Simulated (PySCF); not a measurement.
Be(Me)(OH) (CH₄BeO), SMILES [CH3][Be][OH].

Geometry optimised at B3LYP-D3(BJ)/def2-TZVP. Other conformers were not sampled.

The numbers are results of TDA-LC-ωPBE/def2-SVPD run with PySCF, not measurements.

Vertical excitations. The molecule is in vacuum.

Give excitation energies, oscillator strengths and character. (The exact figures need the calculation; the answer reports its results.)


```json
[
 {"state": "S1", "energy (eV)": "8.11", "λ (nm)": "153", "f": "0.123", "main pairs": "HOMO→LUMO 50 %, HOMO→LUMO+1 40 %"},
 {"state": "S2", "energy (eV)": "8.23", "λ (nm)": "151", "f": "0.038", "main pairs": "HOMO−1→LUMO 72 %, HOMO−1→LUMO+3 15 %"},
 {"state": "S3", "energy (eV)": "8.42", "λ (nm)": "147", "f": "0.049", "main pairs": "HOMO→LUMO+4 37 %, HOMO→LUMO+3 33 %, HOMO→LUMO+1 14 %"},
 {"state": "S4", "energy (eV)": "8.64", "λ (nm)": "144", "f": "0.098", "main pairs": "HOMO→LUMO+2 55 %, HOMO→LUMO+5 37 %"},
 {"state": "S5", "energy (eV)": "8.68", "λ (nm)": "143", "f": "0.090", "main pairs": "HOMO−2→LUMO 64 %, HOMO−2→LUMO+3 19 %"},
 {"state": "S6", "energy (eV)": "8.94", "λ (nm)": "139", "f": "0.000", "main pairs": "HOMO−1→LUMO+4 53 %, HOMO−1→LUMO+3 34 %"},
 {"state": "S7", "energy (eV)": "9.37", "λ (nm)": "132", "f": "0.003", "main pairs": "HOMO−1→LUMO+2 26 %, HOMO−2→LUMO+4 25 %, HOMO−1→LUMO+5 22 %, HOMO−2→LUMO+3 18 %"},
 {"state": "S8", "energy (eV)": "9.55", "λ (nm)": "130", "f": "0.003", "main pairs": "HOMO→LUMO+1 37 %, HOMO→LUMO 34 %, HOMO→LUMO+3 14 %"},
 {"state": "S9", "energy (eV)": "9.69", "λ (nm)": "128", "f": "0.002", "main pairs": "HOMO−2→LUMO+2 50 %, HOMO−2→LUMO+5 40 %"},
 {"state": "S10", "energy (eV)": "9.91", "λ (nm)": "125", "f": "0.029", "main pairs": "HOMO−1→LUMO+1 50 %, HOMO−1→LUMO+6 10 %, HOMO→LUMO+5 9 %"},
 {"state": "T1", "energy (eV)": "7.46", "λ (nm)": "166", "f": "0", "main pairs": "HOMO→LUMO+4 42 %, HOMO→LUMO 37 %, HOMO→LUMO+1 9 %"},
 {"state": "T2", "energy (eV)": "7.65", "λ (nm)": "162", "f": "0", "main pairs": "HOMO→LUMO+1 32 %, HOMO→LUMO+4 22 %, HOMO→LUMO+3 21 %, HOMO→LUMO 11 %"},
 {"state": "T3", "energy (eV)": "7.75", "λ (nm)": "160", "f": "0", "main pairs": "HOMO→LUMO+5 38 %, HOMO−1→LUMO 29 %, HOMO→LUMO+2 16 %, HOMO−1→LUMO+3 8 %"},
 {"state": "T4", "energy (eV)": "7.85", "λ (nm)": "158", "f": "0", "main pairs": "HOMO−1→LUMO 38 %, HOMO→LUMO+5 30 %, HOMO→LUMO+2 12 %, HOMO−1→LUMO+3 10 %"}
]
```
Triplets are in the Tamm–Dancoff approximation.
